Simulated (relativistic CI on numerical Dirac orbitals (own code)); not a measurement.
**Rb IV: sensitivity of the levels to the model**

Base calculation: Dirac-Coulomb-Breit CI, separate exchange-only KLI orbitals for each configuration, model QED (radiative potential, 1s self-energy scaled to tabulated hydrogen-like ionisation energies), valence Slater integrals scaled by 0.85, P86 correlation energy added to each configuration.

Configuration list (outside the closed core [Ar] 3d10): 4s²4p⁴, 4s4p⁵, 4s²4p³4d, 4p⁶, 4s²4p³4f, 4s4p⁴4d, 4s²4p³5s, 4s²4p³5p, 4s4p⁴4f, 4s²4p³5d, 4s²4p³6s, 4s²4p³6p, 4s²4p³5f, 4s²4p³6d, 4s²4p³7s, 4s²4p³5g, 4s²4p³7p, 4s²4p³6f, 4s4p⁴5s, 4s²4p²4d4f, 4p⁵4d, 4s4p³4d², 4s4p⁴5p, 4s4p⁴5d, 4s4p⁴6s, 4s4p⁴6p, 4s²4p²4d5p, 4s4p³5p², 4s²4p²4d², 4s²4p4d³, 4s²4p4d²4f, 4s4p²4d³, 4s²4p4d²5s, 4s²4p4d²5p, 4s²4p²4f², 4s²4p4d4f², 4s²4p4f³, 4s4p²4d4f², 4s²4p4f²5s, 4s²4p4f²5p, 4s²4p²4d5s, 4s²4p4d4f5s, 4s4p²4d²5s, 4s²4p4d5s², 4s²4p4d5s5p, 4s²4p²5s², 4s²4p4f5s², 4s4p²4d5s², 4s²4p5s²5p. Double excitations out of closed p, d and f shells are left out; levels of such configurations are missing from the list, as are those of other unlisted configurations, and high levels can miss mixing partners. These lack a partner that the ground configuration has and come out too high: 4s4p⁴4f, 4s²4p³5d, 4s²4p³6s, 4s²4p³6p, 4s²4p³5f.

Variants: (1) Slater integrals left unscaled; (2) no correlation estimate; (3) only the first 3 configurations; (4) non-relativistic limit. Shifts of the energy above 4s²4p⁴ ³P2, in cm⁻¹, for the lowest level and the first level of each name with at least 55 % of one term (blank where a level changes its place among those of its configuration and J or its character, or is not in the variant):

```
        Level      Base     Δ(1)     Δ(2)     Δ(3)      Δ(4)  Measured
   4s²4p⁴ ³P2       0.0      0.0      0.0      0.0       0.0       0.0
   4s²4p⁴ ³P1    6135.6   -140.4     -1.6   +122.2   -6135.6    6260.4
   4s²4p⁴ ³P0    6723.7   +141.6     -1.3   +269.6   -6723.6    6947.8
   4s²4p⁴ ¹D2   17160.0  +1849.8    -13.3   +742.8   -4423.3   17357.7
   4s²4p⁴ ¹S0   36347.3  +4032.9     +0.6  +2923.3   -5875.9   38403.6
   4s4p⁵ ³P°2  137789.8  -5392.9   -859.2  -1741.6   -9546.1  134978.5
   4s4p⁵ ³P°1  142330.2  -5378.3   -872.6  -1680.0  -14086.5  139617.9
   4s4p⁵ ³P°0  145229.6  -5448.0   -873.2  -1639.7  -16986.0  142608.9
4s²4p³4d ⁵D°0  173329.5  -3915.8  -2291.2  -2653.3   -5606.3  170775.5
4s²4p³4d ⁵D°1  173406.5  -4061.5                     -5683.2  170855.3
4s²4p³4d ⁵D°2  173422.2  -3911.3  -2295.5  -2644.3   -5698.9  170888.4
4s²4p³4d ⁵D°3  173448.9  -3883.4  -2297.4  -2637.5   -5725.7  170937.5
4s²4p³4d ⁵D°4  173719.0  -3890.3  -2297.0  -2661.9   -5995.7  171245.5
4s²4p³4d ³D°2  184044.9  -1813.3  -2307.6  -1176.0   -4482.9  181480.9
```

For a near-neutral ion this model can misplace configurations by up to about 10,000 cm⁻¹ (more where the count of f electrons changes) and terms by 10 to 25 % of their spread. Rates follow the energies as ν³ (E1, M1) or ν⁵ (E2), so they and the lifetimes can be off by large factors. The fine structure of a lone outer electron comes out too small, for d and f at times inverted, and misplaced configurations move strength between like terms. 60 of the 69 excited levels that our extract of the measured tables holds in this range could be paired (the sources list more); they are missed by 3680 cm⁻¹ on average and 10018 at most, and levels without a partner can miss by more.

Measured levels: Sansonetti, J. Phys. Chem. Ref. Data 35, 301 (2006).

Ionisation energy from the two ground configurations alone: base 52.32 eV; Slater integrals left unscaled 52.02 eV; no correlation estimate 51.04 eV. The NIST ASD value (semi-empirical) is 52.2 eV.
